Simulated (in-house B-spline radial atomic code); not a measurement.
RPA and G0W0 on PBEsol: Mg5+

Configuration [He] 2s2 2p3, highest spin, mean-field start PBEsol. Computed with a B-spline radial code for spherical atoms: all electrons, scalar-relativistic (spin-free one-electron X2C), finite nucleus, each spin shell either full or empty, empty states to l = 9 with an (l + 1/2)⁻⁴ tail; G0W0 by contour deformation at full frequency.

Command:
```bash
python run_gw.py task.json out
```
Settings (radii: box in bohr, nucleus in fm):
```
Z                        12
electrons                7
configuration            [He] 2s2 2p3
hamiltonian              x2c
method                   pbesol
lmax                     9
rms_radius               3.057
spin_polarised           True
box_radius               10.43
intervals                69
```

Time taken, with all properties: 1.9 s on 1 thread of Arm Neoverse N1, on a shared host.

Energies (hartree):

```csv
term,value
mean-field total,-186.85123
Hartree-Fock functional on these orbitals,-187.16811
direct second order,-0.42976
second-order exchange,0.20775
SOSEX correction,0.18539
```

(1) What is the RPA correlation energy, and what remains with SOSEX?

Quasi-particle levels (eV):

```json
{"level": "2p up", "occupied": "yes", "mean field": "-168.57", "Σx - vxc": "-19.90", "Σc": "?", "QP weight": "?", "G0W0": "?"}
{"level": "2s down", "occupied": "yes", "mean field": "-187.51", "Σx - vxc": "-12.79", "Σc": "-2.71", "QP weight": "0.966", "G0W0": "-203.01"}
{"level": "1s down", "occupied": "yes", "mean field": "-1398.16", "Σx - vxc": "-78.78", "Σc": "19.15", "QP weight": "0.856", "G0W0": "-1457.79"}
{"level": "2p down", "occupied": "no", "mean field": "-156.42", "Σx - vxc": "19.31", "Σc": "-4.35", "QP weight": "0.971", "G0W0": "-141.46"}
```

G0W0 = mean field + (Σx - vxc) + Σc, with Σc (partial-wave tail included) taken at the quasi-particle energy. Levels of low weight are left out.

(2) Where does G0W0 put 2p up?

## Answers

(1) RPA gives -0.38187 hartree (-1.48 eV per electron); RPA + SOSEX gives -0.19648, and the second-order doubles -0.22201 hartree (no singles). SOSEX takes back 49 % of the RPA value.

(2) At -186.58 eV, with Σc = 1.89 eV and a quasi-particle weight of 0.960. The tabulated removal energy is 186.76 ± 0.06 eV (NIST, semi-empirical); the calculation leaves out spin-orbit coupling, Breit and QED terms, and what these don't explain is the method's own error.
